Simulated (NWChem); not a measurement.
# Br, doublet

Results from NWChem. Spin-unrestricted. The open p shell is one determinant without spherical averaging. No stability test was run on the SCF state.

Problem. What does the run give for TPSS/def2-QZVP? Quantities: highest occupied level (eV); lowest empty minus highest occupied level, either spin (eV); <S²>.

Solution. highest occupied level (eV): -7.58
lowest empty minus highest occupied level, either spin (eV): 0.46
<S²>: 0.753
